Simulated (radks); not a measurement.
Results of a calculation; reference values are marked as such.
Neutral antimony inside a hard spherical wall (all orbitals vanish at R), configuration held at [Kr] 4d10 5s2 5p3 and not refilled when levels cross. Code: a radial shooting solver on a logarithmic mesh with Libxc functionals. Model: scalar-relativistic Kohn-Sham, r2SCAN, spin-unpolarised, spherical densities, finite nucleus; meta-GGA in the generalised Kohn-Sham scheme; Fermi nuclear charge, rms radius 4.6802 fm. Eigenvalues in eV, with the zero of energy where the potential of the charges vanishes at infinity; a dash marks a level that is unbound or too diffuse for the functional's potential to be trusted. A positive occupied level is held by the wall or, in an anion where self-interaction has pushed it up, behind a barrier. The pressure on the wall is -dE/dV.

R (bohr)	E (hartree)	kinetic (hartree)	e(4p)	e(4d)	e(5s)	e(5p)	e(6s, empty)	e(5d, empty)	pressure (GPa)
free	-6482.14172	6779.574	-104.62	-34.430	-13.251	-4.967	-	-	0
12	-6482.14170	6779.574	-104.61	-34.426	-13.248	-4.965	0.438	1.919	0.000509
10	-6482.14143	6779.577	-104.59	-34.403	-13.229	-4.946	0.985	2.471	0.00841
7	-6482.13034	6779.659	-104.10	-33.921	-12.858	-4.542	4.231	4.526	0.672
6	-6482.10231	6779.830	-103.33	-33.166	-12.292	-3.859	7.733	6.368	3.24
4	-6481.59069	6782.143	-97.223	-27.275	-7.122	3.007	34.276	19.268	115
3.5	-6481.00370	6784.441	-93.220	-23.480	-2.769	8.775	53.843	28.662	329
2.5	-6476.15322	6802.015	-74.643	-5.643	26.016	44.668	157.57	79.109	4250
1.5	-6423.08630	6971.182	16.665	94.618	260.58	302.15	720.88	362.92	173000
